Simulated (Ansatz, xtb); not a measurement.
Relative energy of two isomers of C3H6BrCl

We compare I, `C[C@@H](Cl)CBr`, a singlet, with II, `CC[C@@H](Cl)Br`, a singlet. Both are isolated molecules in the gas phase, relaxed with B3LYP-D3(BJ)/def2-SVP; each stands in its lowest conformer found.

**Question.** Which of the two would you expect CCSD(T)/def2-SVP + ΔMP2/def2-TZVPP electronic energies to favour?

**Answer.** Structure I; the calculation gives E(II) − E(I) = +4.3 kcal/mol.

Level by level:

```tsv
level	geometry	E(II) − E(I) (kcal/mol)	departure from the last row (kcal/mol)	job, with rough time for the two
GFN2-xTB	GFN2-xTB	+3.7	−0.6	optimisation, 0.11 s
HF/STO-3G	GFN2-xTB	+3.5	−0.8	single point, 0.36 s
r2SCAN-D4/def2-SVP	GFN2-xTB	+3.5	−0.8	single point, 2.4 s
B3LYP-D3(BJ)/def2-SVP	B3LYP-D3(BJ)/def2-SVP	+3.5	−0.8	optimisation, 22 s
HF/def2-SVP	B3LYP-D3(BJ)/def2-SVP	+5.9	+1.6	part of the CCSD(T) run
MP2/def2-SVP	B3LYP-D3(BJ)/def2-SVP	+3.4	−0.9	part of the CCSD(T) run
CCSD(T)/def2-SVP	B3LYP-D3(BJ)/def2-SVP	+3.8	−0.5	single point
CCSD(T)/def2-SVP + ΔMP2/def2-TZVPP	B3LYP-D3(BJ)/def2-SVP	+4.3		single point, 36 s
```

As drawn, both hold the same kinds of bond in the same numbers.

The levels shown agree on the order. The largest departure from CCSD(T)/def2-SVP + ΔMP2/def2-TZVPP is that of HF/def2-SVP, 1.6 kcal/mol. The last row adds to CCSD(T) the change of the MP2 difference between the two basis sets, here +0.5 kcal/mol.

With thermal terms from frequencies at re-optimised GFN2-xTB minima (ideal gas, soft modes damped towards free rotors, one conformer each, 298.15 K, 1 atm): the zero-point term adds 0.0 kcal/mol; ΔH is +4.3 and ΔG +4.4 kcal/mol.

The correlated steps freeze 17 core orbitals; the filled d shell of Br is correlated, in a basis made for valence electrons. Codes used: Ansatz 0.2.0, xtb 6.7.1; the last row on 2 threads of Intel(R) Xeon(R) 6975P-C (Granite Rapids) on a shared host.
